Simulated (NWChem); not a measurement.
System: C₄H₅O₃, doublet; SMILES C1(OC([CH]O1)C)=O

Output (shortened):

```
             Northwest Computational Chemistry Package (NWChem) 7.3.0
             --------------------------------------------------------

                             Geometry "geometry" -> ""
                             -------------------------

 Output coordinates in angstroms (scale by  1.889725989 to convert to a.u.)

  No.       Tag          Charge          X              Y              Z
 ---- ---------------- ---------- -------------- -------------- --------------
    1 C                    6.0000    -0.55830400     2.12986400     0.51411400
    2 C                    6.0000    -0.08633300     1.07533400    -0.47052100
    3 C                    6.0000     1.27806800     0.51596400    -0.21513300
    4 O                    8.0000     1.13659500    -0.78548400     0.15446600
    5 C                    6.0000    -0.17048300    -1.15936200     0.01161800
    6 O                    8.0000    -0.57814900    -2.25306600     0.20726300
    7 O                    8.0000    -0.89401600    -0.10033800    -0.37686500
    8 H                    1.0000     0.06374900     3.03275800     0.42203700
    9 H                    1.0000    -1.60214700     2.40586200     0.30677500
   10 H                    1.0000    -0.48740400     1.75825700     1.54693100
   11 H                    1.0000    -0.18992400     1.46193800    -1.50154100
   12 H                    1.0000     2.15036800     1.04050800     0.17367000

 Effective nuclear repulsion energy (a.u.)     310.3482912331

                                 NWChem DFT Module
                                 -----------------

 Summary of "ao basis" -> "ao basis" (spherical)
 ------------------------------------------------------------------------------
       Tag                 Description            Shells   Functions and Types
 ---------------- ------------------------------  ------  ---------------------
 C                          def2-svp                 6       14   3s2p1d
 O                          def2-svp                 6       14   3s2p1d
 H                          def2-svp                 3        5   2s1p

 in cosmo_initialize ...
 calling solv_data for solv:h2o

 solvent parameters
 solvname_short: h2o
 solvname_long:  water
 dielec:       78.4000
 dielecinf:     1.7769
 aqueous SMD model solvent descriptors
 dielec:       78.4000
 sola:          0.8200

[...]

                                COSMO-SMD solvation results
                                ---------------------------

             internal energy in gas <Psi(g)|H|Psi(g)> =      -380.365118177611
         internal energy in solvent <Psi(s)|H|Psi(s)> =      -380.361204642640
                               delta internal energy  =         0.003913534971 (    2.46 kcal/mol)
   total free energy in solvent <Psi(s)|H+V/2|Psi(s)> =      -380.381642510358
 polarization energy contribution <Psi(s)|V/2|Psi(s)> =        -0.020437867718 (  -12.82 kcal/mol)
    total free energy in solvent including G(SMD-CDS) =      -380.372691106189
                       G(SMD-CDS) energy contribution =         0.008951404170 (    5.62 kcal/mol)
     1 M fixed-concentration free energy of solvation =        -0.007572928577 (   -4.75 kcal/mol)

                    DFT Final Alpha Molecular Orbital Analysis
                    ------------------------------------------

 Vector   25  Occ=1.000000D+00  E=-3.472438D-01
              MO Center= -4.1D-01, -1.7D+00,  1.5D-01, r^2= 2.1D+00
   Bfn.  Coefficient  Atom+Function         Bfn.  Coefficient  Atom+Function
  ----- ------------  ---------------      ----- ------------  ---------------
    74      0.530310   6 O  px               77      0.363806   6 O  px
    89     -0.186705   7 O  py               75     -0.173549   6 O  py
    46      0.159372   4 O  px               76      0.155376   6 O  pz
    92     -0.147328   7 O  py               63      0.135591   5 C  px
    45     -0.126492   4 O  s                49      0.127098   4 O  px

 Vector   26  Occ=1.000000D+00  E=-3.409845D-01
              MO Center= -5.5D-01, -2.7D-01, -1.7D-01, r^2= 3.4D+00
   Bfn.  Coefficient  Atom+Function         Bfn.  Coefficient  Atom+Function
  ----- ------------  ---------------      ----- ------------  ---------------
    90      0.413434   7 O  pz               76     -0.327487   6 O  pz
    93      0.314088   7 O  pz               79     -0.248498   6 O  pz
    20     -0.216357   2 C  pz              114      0.199154  11 H  s
     6      0.158253   1 C  pz                5      0.114255   1 C  py
    74      0.109065   6 O  px                3     -0.101063   1 C  s

 Vector   27  Occ=1.000000D+00  E=-2.150094D-01
              MO Center=  1.0D+00,  3.6D-01, -2.8D-01, r^2= 2.2D+00
   Bfn.  Coefficient  Atom+Function         Bfn.  Coefficient  Atom+Function
  ----- ------------  ---------------      ----- ------------  ---------------
    34      0.530631   3 C  pz               37      0.433224   3 C  pz
    48     -0.289724   4 O  pz               51     -0.265015   4 O  pz
    32     -0.165933   3 C  px               35     -0.157411   3 C  px
   114      0.148738  11 H  s                 3     -0.147887   1 C  s
    31     -0.143087   3 C  s                33      0.111503   3 C  py

 Vector   28  Occ=0.000000D+00  E= 2.567892D-02
              MO Center= -1.9D-01, -1.2D+00,  1.5D-02, r^2= 1.8D+00
   Bfn.  Coefficient  Atom+Function         Bfn.  Coefficient  Atom+Function
  ----- ------------  ---------------      ----- ------------  ---------------
    62      0.605810   5 C  pz               65      0.535585   5 C  pz
    79     -0.395632   6 O  pz               76     -0.350161   6 O  pz
    17      0.252103   2 C  s                51     -0.247134   4 O  pz
    48     -0.244328   4 O  pz               93     -0.242996   7 O  pz
    90     -0.240753   7 O  pz               61      0.145006   5 C  py

[...]
```

Level: PBE0/def2-SVP, spin-unrestricted, SMD on the gas-phase geometry. Structure relaxed at the PBE0/def2-SVP, spin-unrestricted level. No frequency run checked for a minimum. No stability test was run on the SCF state. Solvent: water.

Q: Write an input that gives this output.

A: Several could match; the one computed here: the input that was run:
```
start job
memory heap 200 mb stack 900 mb global 1100 mb
geometry units angstroms noautosym nocenter noautoz
  C     -0.558304     2.129864     0.514114
  C     -0.086333     1.075334    -0.470521
  C      1.278068     0.515964    -0.215133
  O      1.136595    -0.785484     0.154466
  C     -0.170483    -1.159362     0.011618
  O     -0.578149    -2.253066     0.207263
  O     -0.894016    -0.100338    -0.376865
  H      0.063749     3.032758     0.422037
  H     -1.602147     2.405862     0.306775
  H     -0.487404     1.758257     1.546931
  H     -0.189924     1.461938    -1.501541
  H      2.150368     1.040508     0.173670
end
basis spherical
  C library def2-svp
  O library def2-svp
  H library def2-svp
end
dft
  odft
  mult 2
  xc pbe0
  iterations 150
end
cosmo
  do_cosmo_smd true
  solvent water
end
task dft energy
```
